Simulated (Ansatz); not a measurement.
Ansatz (a program for electronic structure) input (B2PLYP/def2-TZVPD):

Ansatz 0.2 input:
```yaml
crystal:
  periodic: [false, false, false]
  atoms:
    - {symbol: Ge, position_ang: [-0.00564895, 0.00110658, 0.44929983]}
    - {symbol: F, position_ang: [0.70485134, 1.19282022, -0.79296222]}
    - {symbol: F, position_ang: [-0.68476618, -1.19675475, -0.80454829]}
basis:
  gaussian:
    orbitals: def2-TZVPD
hamiltonian:
  xc: {name: B2PLYP}
total_charge: -1
magnetization: {spin_polarized: true, initial_magnetization: 1}
correlation: {electrons: outside_noble_gas}
```

End of the output:

```
integrals: 0.14 GiB planned
860 factors; integrals over basis functions are off by at most 8.6e-4 eV
mean field: 0.81 GiB planned
mean field evaluation 1: about -61937.1306 eV, gradient 1.5e1 eV
mean field evaluation 2: about -61937.1951 eV, gradient 1.5e1 eV
mean field evaluation 4: about -61938.0167 eV, gradient 2.0e0 eV
mean field evaluation 8: about -61938.0441 eV, gradient 1.1e-1 eV
mean field evaluation 16: about -61938.0443 eV, gradient 1.1e-4 eV
mean field -61938.04427742 eV, -2276.1811440809 hartree, gradient 3.9e-6 eV, S^2 0.758598; 0 other end points of the search recorded, 0 dependent functions left out
16 core orbitals not correlated
reference -61938.04440969 eV, -2276.1811489417 hartree; 10, 9 occupied and 108, 109 virtual orbitals, 860 factors
second order -20.12118253 eV of doubles, -0.00000000 eV of singles
Total energy: -61943.47712897 eV, -2276.3807976929 hartree
```
